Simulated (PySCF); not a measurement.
C3H7BrGaN.
Atom-mapped SMILES: `[CH2:1]=[CH:2][Ga:3]([Br:4])[NH:5][CH3:6]` (hydrogens: H7, H8 on C1; H9 on C2; H10 on N5; H11, H12, H13 on C6)

Computed by this run: PBE0-D3(BJ)/def2-SVP geometry optimisation, gas phase (PySCF 2.14.0); density fitting, grid level 1; the optimiser is geomeTRIC in internal coordinates, started from a GFN2-xTB structure with every atom displaced at random (about 0.01 Å).

Step 0: E = -127101.8039 eV
```
atom  x, y, z in Å  |  force x, y, z in eV/Å
C1      3.1240   -0.3222   -0.1225   -1.333   0.644  -0.930
C2      1.9692    0.0056   -0.7512   -0.223  -0.607   2.162
Ga3     0.2215   -0.0350    0.2630    0.729   0.206  -0.979
Br4     0.2544   -0.6364    2.4707   -0.038  -0.071   0.126
N5     -1.3985    0.3980   -0.4408   -0.461  -0.219   1.387
C6     -2.7066    0.4026    0.2223    1.111  -0.088  -0.503
H7      3.1316   -0.5761    0.9226    0.046  -0.274   0.696
H8      4.0807   -0.2823   -0.6280    0.436  -0.051  -0.248
H9      1.9710    0.2915   -1.7796    0.078   0.258  -1.058
H10    -1.4815    0.6716   -1.3936    0.164   0.225  -0.932
H11    -3.1804    1.3837    0.1973   -0.210   0.437  -0.084
H12    -3.3746   -0.3241   -0.2351   -0.445  -0.296  -0.221
H13    -2.6050    0.1277    1.2646    0.146  -0.165   0.584
```

**Question.** Estimate the geometry and energy of step 1. (The exact step hangs on the optimiser's Hessian estimate; all steps are aligned on step 0, rigid shifts and turns removed.)

**Answer.** E = -127101.9308 eV, largest force 0.542 eV/Å
```
atom  x, y, z in Å  |  force x, y, z in eV/Å
C1      3.0687   -0.2353   -0.0922    0.109  -0.132   0.128
C2      1.9080   -0.0546   -0.7326    0.202   0.172  -0.473
Ga3     0.2227   -0.1331    0.1831   -0.013   0.035   0.214
Br4     0.2164   -0.7707    2.3930   -0.007  -0.061   0.065
N5     -1.3866    0.3523   -0.4526   -0.119   0.127  -0.413
C6     -2.6491    0.4259    0.2332   -0.151   0.014   0.113
H7      3.0968   -0.4755    0.9806    0.023   0.014  -0.110
H8      4.0427   -0.1716   -0.6006   -0.129   0.043   0.053
H9      1.9369    0.2014   -1.8076    0.000  -0.111   0.241
H10    -1.4408    0.6285   -1.4329   -0.003  -0.059   0.237
H11    -3.0808    1.4463    0.2131    0.032  -0.077  -0.006
H12    -3.4067   -0.2628   -0.1883    0.032   0.036   0.010
H13    -2.5224    0.1538    1.2935    0.024  -0.001  -0.059
```

The energy changes by -0.1269 eV. The first-order estimate −F·Δx gives -0.3317 eV and the mean of the old and new forces, exact on a quadratic surface, -0.1308 eV. The step makes an angle of 78° with the force vector and moves no atom by more than 0.160 Å.

What follows is the cost of the whole optimisation. Time: 2.6 min wall; peak memory 0.69 GiB. Hardware: Intel Xeon at 2.70 GHz, one thread, shared host.
